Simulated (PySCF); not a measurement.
A side-by-side comparison of computed properties.

First species: C₃H₈O₂SSi.
SMILES: `COC(=S)CO[SiH3]`

Second species: C3H8O2SSi.
InChI=1S/C3H8O2SSi/c6-3-1-4-7-5-2-3/h3,6H,1-2,7H2

Levels: PBE0/def2-SVPD for HOMO energy, LUMO energy, HOMO–LUMO gap and static isotropic polarisability; TDDFT PBE0/def2-SVPD for lowest singlet excitation; TDA PBE0/def2-SVPD for lowest triplet excitation (Tamm–Dancoff). Geometries: GFN2-xTB. Each structure is a single optimised conformer of the isolated species, non-relativistic unless stated; the electronic structure was computed with PySCF and density fitting.

The conformers computed, where there is a choice (atom-mapped SMILES and torsion angles):
- `[CH3:1][O:2][C:3](=[S:4])[CH2:5][O:6][SiH3:7]`: C1–O2–C3–S4 -1°, O2–C3–C5–O6 -12°, C3–C5–O6–Si7 164°

The conformers of `SC1CO[SiH2]OC1` aren't listed.

Values for the first species:

* HOMO energy: -6.72 eV
* LUMO energy: -1.43 eV
* HOMO–LUMO gap: 5.29 eV
* Lowest singlet excitation: 3.52 eV
* Lowest triplet excitation (Tamm–Dancoff): 3.14 eV
* Static isotropic polarisability: 93.3 au

Q: Estimate the same properties for the second species, and the change in each.

A: 
```json
{"property": "HOMO energy", "first": "-6.72 eV", "second": "-6.97 eV", "second less first": "-0.25 eV"}
{"property": "LUMO energy", "first": "-1.43 eV", "second": "0.11 eV", "second less first": "+1.54 eV"}
{"property": "HOMO–LUMO gap", "first": "5.29 eV", "second": "7.08 eV", "second less first": "+1.79 eV"}
{"property": "lowest singlet excitation", "first": "3.52 eV", "second": "5.67 eV", "second less first": "+2.15 eV"}
{"property": "lowest triplet excitation (Tamm–Dancoff)", "first": "3.14 eV", "second": "5.21 eV", "second less first": "+2.07 eV"}
{"property": "static isotropic polarisability", "first": "93.3 au", "second": "83.1 au", "second less first": "-10.2 au"}
```

On the first: The vertical singlet–triplet gap S1 − T1 is 0.38 eV (TDDFT singlet less Tamm–Dancoff triplet; S1: HOMO→LUMO, weight 0.99; T1: HOMO→LUMO, weight 0.99). S1 lies 1.77 eV below the HOMO–LUMO gap; its leading configuration is HOMO→LUMO, weight 0.99.

On the second: The 8 singlets span 5.67 to 7.45 eV, and their oscillator strengths add up to 0.08. The principal polarisabilities are 76.3, 81.9 and 91.1 au; their mean is the isotropic value.
